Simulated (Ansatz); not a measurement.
Geometry optimisation of CuPOH4⁺, that is Cu(PH3)(OH) with one electron fewer.

```yaml
crystal:
  periodic: [false, false, false]
  atoms:
    - {symbol: Cu, position_ang: [-0.030562, 0.052261, -0.950342]}
    - {symbol: P, position_ang: [-0.060547, 0.078288, 1.203233]}
    - {symbol: H, position_ang: [-0.770439, -0.914153, 1.908138]}
    - {symbol: H, position_ang: [-0.593772, 1.204891, 1.860317]}
    - {symbol: H, position_ang: [1.152493, -0.007994, 1.914608]}
    - {symbol: O, position_ang: [-0.078251, 0.150640, -2.742916]}
    - {symbol: H, position_ang: [0.381088, -0.563942, -3.193027]}
basis:
  gaussian: {orbitals: def2-TZVP}
total_charge: 1
magnetization: {spin_polarized: true, initial_magnetization: 1}
hamiltonian: {xc: {name: B3LYP}, dispersion: d4}
scf: {lower_state_search: "off"}
output: {orbitals: {seedname: orbitals}}
relax: {f_tol: 0.02, max_steps: 100}
```

```sh
$ ansatz run in.yaml --threads 4 --pin off --events-out ev --progress --plain --max-ram 3916MiB
```

Shortened log:

```
Functional definition: B3LYP
mean field -56037.44310609 eV, -2059.3380506058 hartree, gradient 5.8e-6 eV, S^2 0.756295; 0 other end points of the search recorded, 0 dependent functions left out
relax step   1: F+E_penalty+E_count = -56037.60522903 eV  Δ(F+E_penalty+E_count) = +0.000e0 eV  max|allowed force component| = 2.108e0 eV/Å  Δτ_max = 0.0000 Å  (73 SCF iters, accepted)
mean field -56037.55543951 eV, -2059.3421787829 hartree, gradient 2.1e-6 eV, S^2 0.756505; 0 other end points of the search recorded, 0 dependent functions left out
relax step   2: F+E_penalty+E_count = -56037.71615499 eV  Δ(F+E_penalty+E_count) = -1.109e-1 eV  max|allowed force component| = 7.194e-1 eV/Å  Δτ_max = 0.0694 Å  (37 SCF iters, accepted)
mean field -56037.58189180 eV, -2059.3431508863 hartree, gradient 1.8e-6 eV, S^2 0.756615; 0 other end points of the search recorded, 0 dependent functions left out
relax step   3: F+E_penalty+E_count = -56037.74106812 eV  Δ(F+E_penalty+E_count) = -2.491e-2 eV  max|allowed force component| = 1.733e-1 eV/Å  Δτ_max = 0.0590 Å  (35 SCF iters, accepted)
mean field -56037.58523211 eV, -2059.3432736404 hartree, gradient 2.1e-6 eV, S^2 0.756540; 0 other end points of the search recorded, 0 dependent functions left out
relax step   4: F+E_penalty+E_count = -56037.74481000 eV  Δ(F+E_penalty+E_count) = -3.742e-3 eV  max|allowed force component| = 2.175e-1 eV/Å  Δτ_max = 0.0345 Å  (37 SCF iters, accepted)
mean field -56037.58859671 eV, -2059.3433972874 hartree, gradient 2.0e-6 eV, S^2 0.756577; 0 other end points of the search recorded, 0 dependent functions left out
relax step   5: F+E_penalty+E_count = -56037.74775309 eV  Δ(F+E_penalty+E_count) = -2.943e-3 eV  max|allowed force component| = 5.059e-2 eV/Å  Δτ_max = 0.0240 Å  (37 SCF iters, accepted)
mean field -56037.58889701 eV, -2059.3434083232 hartree, gradient 1.8e-6 eV, S^2 0.756581; 0 other end points of the search recorded, 0 dependent functions left out
relax step   6: F+E_penalty+E_count = -56037.74805545 eV  Δ(F+E_penalty+E_count) = -3.024e-4 eV  max|allowed force component| = 2.385e-2 eV/Å  Δτ_max = 0.0155 Å  (39 SCF iters, accepted)
mean field -56037.58931672 eV, -2059.3434237473 hartree, gradient 1.9e-6 eV, S^2 0.756619; 0 other end points of the search recorded, 0 dependent functions left out
relax step   7: F+E_penalty+E_count = -56037.74847739 eV  Δ(F+E_penalty+E_count) = -4.219e-4 eV  max|allowed force component| = 4.344e-2 eV/Å  Δτ_max = 0.0446 Å  (40 SCF iters, accepted)
mean field -56037.58979087 eV, -2059.3434411719 hartree, gradient 2.2e-6 eV, S^2 0.756687; 0 other end points of the search recorded, 0 dependent functions left out
relax step   8: F+E_penalty+E_count = -56037.74899418 eV  Δ(F+E_penalty+E_count) = -5.168e-4 eV  max|allowed force component| = 1.133e-1 eV/Å  Δτ_max = 0.0508 Å  (39 SCF iters, accepted)
mean field -56037.58974330 eV, -2059.3434394237 hartree, gradient 2.6e-6 eV, S^2 0.756778; 0 other end points of the search recorded, 0 dependent functions left out
relax step   9: F+E_penalty+E_count = -56037.74901134 eV  Δ(F+E_penalty+E_count) = -1.717e-5 eV  max|allowed force component| = 1.759e-1 eV/Å  Δτ_max = 0.0682 Å  (42 SCF iters, accepted)
mean field -56037.59066092 eV, -2059.3434731457 hartree, gradient 1.6e-6 eV, S^2 0.756815; 0 other end points of the search recorded, 0 dependent functions left out
relax step  10: F+E_penalty+E_count = -56037.75015137 eV  Δ(F+E_penalty+E_count) = -1.140e-3 eV  max|allowed force component| = 1.097e-1 eV/Å  Δτ_max = 0.0396 Å  (38 SCF iters, accepted)
mean field -56037.59190006 eV, -2059.3435186831 hartree, gradient 1.8e-6 eV, S^2 0.756807; 0 other end points of the search recorded, 0 dependent functions left out
relax step  11: F+E_penalty+E_count = -56037.75154349 eV  Δ(F+E_penalty+E_count) = -1.392e-3 eV  max|allowed force component| = 9.540e-2 eV/Å  Δτ_max = 0.0336 Å  (37 SCF iters, accepted)
mean field -56037.59218938 eV, -2059.3435293154 hartree, gradient 1.8e-6 eV, S^2 0.756827; 0 other end points of the search recorded, 0 dependent functions left out
relax step  12: F+E_penalty+E_count = -56037.75191334 eV  Δ(F+E_penalty+E_count) = -3.699e-4 eV  max|allowed force component| = 1.750e-2 eV/Å  Δτ_max = 0.0105 Å  (38 SCF iters, accepted)
mean field -56037.59226846 eV, -2059.3435322217 hartree, gradient 2.3e-6 eV, S^2 0.756847; 0 other end points of the search recorded, 0 dependent functions left out
relax step  13: F+E_penalty+E_count = -56037.75204402 eV  Δ(F+E_penalty+E_count) = -1.307e-4 eV  max|allowed force component| = 3.069e-2 eV/Å  Δτ_max = 0.0259 Å  (37 SCF iters, accepted)
mean field -56037.59230411 eV, -2059.3435335319 hartree, gradient 2.6e-6 eV, S^2 0.756844; 0 other end points of the search recorded, 0 dependent functions left out
relax step  14: F+E_penalty+E_count = -56037.75209057 eV  Δ(F+E_penalty+E_count) = -4.655e-5 eV  max|allowed force component| = 1.070e-2 eV/Å  Δτ_max = 0.0039 Å  (29 SCF iters, accepted)
Total energy: -56037.75233619 eV, -2059.3494146022 hartree
Atom 0 at    -0.211961    -0.125419    -0.966740 Å, force    -0.000013    -0.002333     0.009598 eV/Å
Atom 1 at    -0.084020     0.069570     1.301733 Å, force    -0.000839    -0.001617    -0.002345 eV/Å
Atom 2 at    -0.794140    -0.893831     2.034905 Å, force     0.001164     0.001786    -0.001095 eV/Å
Atom 3 at    -0.562647     1.275766     1.833559 Å, force    -0.000038     0.000936    -0.000210 eV/Å
Atom 4 at     1.205295    -0.020881     1.846115 Å, force    -0.000735    -0.000324     0.000384 eV/Å
Atom 5 at    -0.062738     0.111823    -2.732564 Å, force     0.007150    -0.005887    -0.010704 eV/Å
Atom 6 at     0.510221    -0.417038    -3.316997 Å, force    -0.006691     0.007439     0.004373 eV/Å
Dipole moment:     0.174398    -0.208213     0.491270 e Å
Checks for a lower state left out: stability, starts, cluster_reference, orbital_swaps, neighbouring_geometries, increment
```

Run time 33 s (4 threads of Intel Xeon on a shared host).
